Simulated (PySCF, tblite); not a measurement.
Isomers of C3H5F3N (doublet state), one GFN2-xTB conformer each. Single-point energies are computed at B3LYP/pcH-1 (PySCF, gas phase, no added dispersion term), electronic only. GFN2-xTB treats the open shell by occupation alone, and not every SCF solution was tested for stability.

Question: Rank them by B3LYP/pcH-1 energy, lowest first (kJ/mol).
A. `[CH2:1][C@@H:2]([NH2:3])[C:4]([F:5])([F:6])[F:7]` (doublet state) with H–C1–C2–N3 -11° and 173°, C1–C2–N3–H 56° and 178°
B. `[CH3:1][C:2]([NH2:3])[C:4]([F:5])([F:6])[F:7]` (doublet state) with C1–C2–N3–H -38° and -174°
C. `[CH3:1][C@@H:2]([NH:3])[C:4]([F:5])([F:6])[F:7]` (doublet state) with C1–C2–N3–H 147°

Answer: B (0.0), C (60.4), A (62.8).

Neighbours under 21 kJ/mol apart (C[C@@H]([NH])C(F)(F)F and [CH2][C@@H](N)C(F)(F)F) can change places with a better method, another conformer or zero-point energy. GFN2-xTB itself gives, in the same order: 0.0, 74.2, 86.8. Both levels put the same isomer lowest; measured from each level's own lowest isomer, the values differ by up to 24.0 kJ/mol ([CH2][C@@H](N)C(F)(F)F: 86.8 against 62.8).

Question: What happens when harmonic zero-point energies from GFN2-xTB frequencies are added?

Answer: 
| SMILES | ZPE (kJ/mol) | electronic (kJ/mol) | with ZPE (kJ/mol) |
| --- | --- | --- | --- |
| C[C](N)C(F)(F)F | 211.4 | 0.0 | 0.0 |
| C[C@@H]([NH])C(F)(F)F | 209.3 | 60.4 | 58.3 |
| [CH2][C@@H](N)C(F)(F)F | 207.9 | 62.8 | 59.3 |

The zero-point energies span 3.5 kJ/mol. The order is unchanged.
